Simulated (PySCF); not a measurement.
# Radial density of P+ (phosphorus, charge +1)

r2SCAN0, [Ne] 3s2 3p1 3d1, one real determinant (an excited configuration). All numbers are calculated (PySCF 2.14, no relativity, point nucleus, in aug-cc-pV(T+d)Z).

| r (bohr) | 4πr²ρ (e/bohr) | 4πr²(ρα − ρβ) |
| --- | --- | --- |
| 0.00136 | 0.04907 | 0.0000 |
| 0.00229 | 0.1348 | 0.0000 |
| 0.00386 | 0.3642 | 0.0000 |
| 0.00649 | 0.9521 | 0.0000 |
| 0.0109 | 2.360 | -0.0001 |
| 0.0184 | 5.345 | -0.0001 |
| 0.0309 | 10.42 | 0.0001 |
| 0.0519 | 15.85 | 0.0024 |
| 0.0873 | 16.37 | 0.0141 |
| 0.147 | 11.48 | 0.0510 |
| 0.247 | 12.71 | 0.1039 |
| 0.416 | 15.65 | 0.0743 |
| 0.699 | 6.803 | 0.0333 |
| 1.18 | 2.071 | 0.4461 |
| 1.98 | 1.842 | 0.7897 |
| 3.33 | 0.4983 | 0.3807 |
| 5.60 | 0.07459 | 0.0738 |
| 9.41 | 0.0002085 | 0.0002 |

⟨L²⟩ = 8.01 against 12 for a pure F term, so this real determinant mixes terms. The outer electron is Rydberg-like, and this basis confines it to a smaller radius and binds it less than a complete one would.
